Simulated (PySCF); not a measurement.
Species: cis-Si(H2O)2F4.
SMILES: `O->[Si](<-O)(F)(F)(F)F`

Method used: TDDFT CAM-B3LYP/def2-SVPD, vertical, gas phase, core orbitals frozen in the response in PySCF 2.14.0, density-fitted response routines. Isolated species at its PBE0-D3(BJ)/def2-SVP geometry, gas phase.

Broadening: Gaussians 0.5 eV wide at half height, area fixed by f = 4.319×10⁻⁹ ∫ε dν̃. The width is an assumption, not a result. The curve ends short of the highest state used, and states not computed would add to its high-energy end.

| λ (nm) | ε (L mol⁻¹ cm⁻¹) |
| --- | --- |
| 125.0 | 2595 |
| 126.1 | 2948 |
| 127.2 | 3137 |
| 128.3 | 3202 |
| 129.4 | 3360 |
| 130.5 | 3861 |
| 131.6 | 4792 |
| 132.7 | 5980 |
| 133.8 | 7056 |
| 134.9 | 7634 |
| 136.1 | 7447 |
| 137.2 | 6579 |
| 138.3 | 5297 |
| 139.4 | 3907 |
| 140.5 | 2654 |
| 141.6 | 1669 |
| 142.7 | 974 |
| 143.8 | 530 |
| 144.9 | 269 |
| 146.0 | 128 |
| 147.1 | 57 |
| 148.2 | 24 |
| 149.3 | 9 |
| 150.4 | 3 |

Question: Locate the maxima and give the states behind the curve.

Answer: 135 nm (9.17 eV), ε about 7700, made up of S1 (14%) and S2 (82%) (ε in L mol⁻¹ cm⁻¹; maxima over ε = 5, shares over 10%). The states used: S1 8.99 eV (f 0.028); S2 9.18 eV (f 0.116); S3 9.37 eV (f 0.0000); S4 9.42 eV (f 0.011); S5 9.76 eV (f 0.038); S6 9.81 eV (f 0.013); S7 10.25 eV (f 0.019); S8 10.27 eV (f 0.0001); S9 10.30 eV (f 0.0079); S10 10.52 eV (f 0.0011).

Question: Coming from long wavelengths, where does ε first pass 100 L mol⁻¹ cm⁻¹?

Answer: At about 146 nm (8.47 eV), 0.52 eV below S1.

Question: Does any computed singlet lie in the visible range?

Answer: No computed singlet lies in the visible range (380 to 750 nm); the lowest, at 138 nm, stands 5.73 eV above its violet end (3.26 eV).

Question: What would ε be at 9.17 eV, the highest of these maxima, with half the width (0.25 eV)?

Answer: About 13300 L mol⁻¹ cm⁻¹ against 7670, a factor of about 1.7; a lone state at its own centre would give exactly 2.
